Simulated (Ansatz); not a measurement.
A search over several starts for the lowest SCF solution of Mn3⁺ at the given spin, in a small basis.

```yaml
crystal:
  periodic: [false, false, false]
  atoms:
    - {symbol: Mn, position_ang: [0.468500, 1.536601, -0.152789]}
    - {symbol: Mn, position_ang: [0.899586, -0.681427, 0.119530]}
    - {symbol: Mn, position_ang: [-1.368088, -0.855173, 0.033257]}
basis:
  gaussian: {orbitals: def2-SVP, initial_orbitals: start.molden}
total_charge: 1
magnetization: {spin_polarized: true, initial_magnetization: 8}
hamiltonian: {xc: pbe0, dispersion: d4}
output: {orbitals: {seedname: orbitals}}
```

The file start.molden holds the orbitals of an earlier run on this structure, at another level or in another basis.

```sh
$ ansatz run in.yaml --threads 4 --pin off --events-out ev --progress --plain --max-ram 3916MiB
```

Output, abridged:

```
Functional definition: PBE0
1059 factors; integrals over basis functions are off by at most 7.1e-4 eV
mean field evaluation 1: about -93920.3489 eV, gradient 1.1e1 eV
mean field evaluation 2: about -93921.5415 eV, gradient 1.4e0 eV
mean field evaluation 4: about -93921.8146 eV, gradient 2.3e0 eV
mean field evaluation 8: about -93922.0124 eV, gradient 4.1e-2 eV
mean field evaluation 16: about -93922.0156 eV, gradient 5.3e-1 eV
mean field evaluation 32: about -93922.0484 eV, gradient 8.6e-6 eV
mean field evaluation 64: about -93914.9772 eV, gradient 3.2e1 eV
mean field evaluation 96: about -93905.6394 eV, gradient 3.0e1 eV
mean field evaluation 128: about -93895.7620 eV, gradient 3.0e1 eV
mean field evaluation 160: about -93901.9825 eV, gradient 2.5e1 eV
mean field evaluation 192: about -93895.7644 eV, gradient 3.0e1 eV
mean field evaluation 224: about -93896.1166 eV, gradient 2.7e1 eV
mean field evaluation 256: about -93900.1144 eV, gradient 2.9e1 eV
mean field evaluation 288: about -93900.9444 eV, gradient 3.1e1 eV
mean field evaluation 320: about -93902.1480 eV, gradient 2.5e1 eV
mean field evaluation 352: about -93891.6992 eV, gradient 2.7e1 eV
mean field evaluation 384: about -93921.9736 eV, gradient 4.1e-3 eV
mean field evaluation 416: about -93921.9964 eV, gradient 1.3e-1 eV
mean field evaluation 448: about -93920.6845 eV, gradient 6.4e-1 eV
mean field evaluation 480: about -93920.7906 eV, gradient 3.3e-4 eV
mean field evaluation 512: about -93920.8486 eV, gradient 4.9e-1 eV
mean field evaluation 544: about -93918.1574 eV, gradient 2.2e1 eV
mean field evaluation 576: about -93920.9786 eV, gradient 2.6e-6 eV
mean field evaluation 608: about -93922.0068 eV, gradient 7.6e-1 eV
mean field evaluation 640: about -93922.0381 eV, gradient 1.2e0 eV
mean field -93922.04841334 eV, -3451.5716165392 hartree, gradient 8.6e-6 eV, S^2 23.575958; 18 other end points of the search recorded, 0 dependent functions left out
reference -93922.04845490 eV, -3451.5716180666 hartree; 41, 33 occupied and 52, 60 virtual orbitals, 1059 factors
Total energy: -93922.11694682 eV, -3451.5741350982 hartree
```

It took 54 s on 4 threads of Arm Neoverse V2 on a shared host.

Other converged states that the search met: 0.04 eV higher (⟨S²⟩ = 23.41), 0.07 eV higher (⟨S²⟩ = 23.61), 1.07 eV higher (⟨S²⟩ = 23.99).

The charge 1 multiplicity 9 is spin-contaminated (final ⟨S²⟩ up to 23.58, 20.00 for a pure state). At PBE0-D4/def2-TZVP a multiplicity 13 of charge 1 lies 0.59 eV below the multiplicity 9, each at its own geometry. The structure comes from a short search, and lower isomers may exist.
